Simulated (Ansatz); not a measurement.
Geometry optimisation, Ansatz 0.2.0, RHF/def2-SVP.

Input:

```yaml
crystal:
  periodic: [false, false, false]
  atoms:
    - { symbol: B, position_ang: [-0.168828, 0.521347, -0.361908] }
    - { symbol: H, position_ang: [-0.151339, -0.145874, 1.945862] }
    - { symbol: F, position_ang: [0.921024, -0.227686, -0.423712] }
    - { symbol: "N", position_ang: [-1.379875, -0.012481, -0.832835] }
    - { symbol: H, position_ang: [-1.421719, -0.932215, -1.219125] }
    - { symbol: H, position_ang: [-2.240947, 0.487929, -0.876157] }
    - { symbol: O, position_ang: [-0.012731, 1.801647, 0.122079] }
    - { symbol: H, position_ang: [-0.793085, 2.329813, 0.111124] }
    - { symbol: H, position_ang: [-0.0342, 0.55382, 1.961072] }
basis:
  gaussian: { orbitals: def2-SVP }
hamiltonian:
  xc: hf
relax:
  f_tol: 0.03
  max_steps: 50
```

Command:

```bash
$ ansatz run input.yaml --threads 1 --pin off --max-ram 2048MiB --backend cpu --events-out ev --progress --plain --runs-dir out
```

Where does it end, and by what steps?

It converged. The force dipped under the threshold on the way, but the program's further checks kept it going. After 33 steps the energy has fallen by 0.273 eV; H2 moved furthest, 1.97 Å.

```json
{"step": "0", "energy less start (eV)": "0.0000", "largest force component (eV/Å)": "1.575", "accepted": "yes"}
{"step": "2", "energy less start (eV)": "-0.2209", "largest force component (eV/Å)": "0.225", "accepted": "yes"}
{"step": "4", "energy less start (eV)": "-0.2480", "largest force component (eV/Å)": "0.095", "accepted": "yes"}
{"step": "6", "energy less start (eV)": "-0.2529", "largest force component (eV/Å)": "0.128", "accepted": "yes"}
{"step": "8", "energy less start (eV)": "-0.2561", "largest force component (eV/Å)": "0.244", "accepted": "yes"}
{"step": "10", "energy less start (eV)": "-0.2592", "largest force component (eV/Å)": "0.281", "accepted": "yes"}
{"step": "12", "energy less start (eV)": "-0.2641", "largest force component (eV/Å)": "0.050", "accepted": "yes"}
{"step": "14", "energy less start (eV)": "-0.2671", "largest force component (eV/Å)": "0.085", "accepted": "yes"}
{"step": "16", "energy less start (eV)": "-0.2654", "largest force component (eV/Å)": "0.443", "accepted": "no"}
{"step": "18", "energy less start (eV)": "-0.2704", "largest force component (eV/Å)": "0.063", "accepted": "yes"}
{"step": "20", "energy less start (eV)": "-0.2711", "largest force component (eV/Å)": "0.046", "accepted": "yes"}
{"step": "22", "energy less start (eV)": "-0.2717", "largest force component (eV/Å)": "0.069", "accepted": "yes"}
{"step": "24", "energy less start (eV)": "-0.2723", "largest force component (eV/Å)": "0.045", "accepted": "yes"}
{"step": "26", "energy less start (eV)": "-0.2726", "largest force component (eV/Å)": "0.047", "accepted": "yes"}
{"step": "28", "energy less start (eV)": "-0.2728", "largest force component (eV/Å)": "0.038", "accepted": "yes"}
{"step": "30", "energy less start (eV)": "-0.2730", "largest force component (eV/Å)": "0.036", "accepted": "yes"}
{"step": "32", "energy less start (eV)": "-0.2732", "largest force component (eV/Å)": "0.027", "accepted": "yes"}
{"step": "33", "energy less start (eV)": "-0.2733", "largest force component (eV/Å)": "0.021", "accepted": "yes"}
```

```xyz
9
Properties=species:S:1:pos:R:3
B -0.291 0.374 -0.771
H 0.291 0.559 3.736
F 0.829 -0.260 -1.094
N -1.441 0.132 -1.543
H -1.420 -0.499 -2.316
H -2.331 0.553 -1.384
O -0.229 1.209 0.292
H -1.029 1.656 0.511
H 0.340 0.652 2.996
```

Whether the end is a true minimum wasn't checked by a vibrational analysis.

The run took 48 s on 1 thread of Arm Neoverse V2, with other jobs on the host, peak memory 0.14 GiB.
